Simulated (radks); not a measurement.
Q: Ionisation of neutral helium, [He], to 1s1 as the strength of local exchange is varied. Calculated with a radial shooting solver on a logarithmic mesh with Libxc functionals: scalar-relativistic Kohn-Sham, Slater X-alpha exchange (alpha = 2/3 is LDA exchange), no correlation, spin-unpolarised, spherical densities, point nucleus.

| alpha | E(He) (hartree) | exchange (hartree) | IE (eV) | -e of the level emptied (eV) | <r> of it (bohr) |
|---|---|---|---|---|---|
| 0.569 | -2.60056 | -0.70775 | 23.183 | 12.504 (1s) | 1.004 |
| 0.667 | -2.72419 | -0.85334 | 24.958 | 14.073 (1s) | 0.9719 |
| 0.887 | -3.01441 | -1.20535 | 29.181 | 17.891 (1s) | 0.9077 |
| 0.894 | -3.02393 | -1.21712 | 29.321 | 18.019 (1s) | 0.9058 |
| 0.966 | -3.12289 | -1.34023 | 30.777 | 19.361 (1s) | 0.8869 |
| 0.978 | -3.13957 | -1.36111 | 31.024 | 19.589 (1s) | 0.8838 |
| ? | -2.86184 | -1.01860 | 26.952 | 15.862 (1s) | 0.9397 |

Which alpha was used in the last row?

A: alpha = 0.773. NIST Atomic Spectra Database: 24.587 eV (measured). The Delta-SCF value meets it near alpha = 0.65. Spin polarisation and multiplet splitting are left out, so open shells lie too high by an amount that depends on their filling.

Beside tabulated values, note that spin-unpolarised runs miss the spin-polarisation part of the exchange energy of open shells.
